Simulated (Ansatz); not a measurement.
`[SiH3]N([SiH3])[SiH2]Cl` and `[SiH3]N([SiH2]Cl)[SiH2]Cl` differ in one atom or group.

Ansatz, PBE0-D4/def2-TZVP geometries, multiplicity 1. Each molecule was computed in one conformer, which needn't be the lowest.

```
                             property  `[SiH3]N([SiH3])[SiH2]Cl`
    HOMO energy (PBE/def2-TZVPP) / eV                      -6.74
  HOMO energy (B3LYP/def2-TZVPP) / eV                      -7.81
   LUMO energy (PBE0/def2-TZVPP) / eV                      -0.42
HOMO–LUMO gap (B3LYP/def2-TZVPP) / eV                       7.25
HOMO energy (ωB97M-V/def2-TZVPP) / eV                     -10.28
   HOMO energy (PBE0/def2-TZVPP) / eV                      -8.04
```

Problem. What does the change do to each property? (Estimate.)

Solution. The calculation gave: 
| property | `[SiH3]N([SiH2]Cl)[SiH2]Cl` | shift |
| --- | --- | --- |
| HOMO energy (PBE/def2-TZVPP) / eV | -6.72 | 0.02 |
| HOMO energy (B3LYP/def2-TZVPP) / eV | -7.82 | -0.01 |
| LUMO energy (PBE0/def2-TZVPP) / eV | -0.30 | 0.12 |
| HOMO–LUMO gap (B3LYP/def2-TZVPP) / eV | 7.36 | 0.11 |
| HOMO energy (ωB97M-V/def2-TZVPP) / eV | -10.27 | 0.01 |
| HOMO energy (PBE0/def2-TZVPP) / eV | -8.03 | 0.01 |

Positive LUMOs are unbound, so they and the gaps depend on the basis.

B3LYP here is the variant with VWN-RPA as its local correlation; programs differ in this.
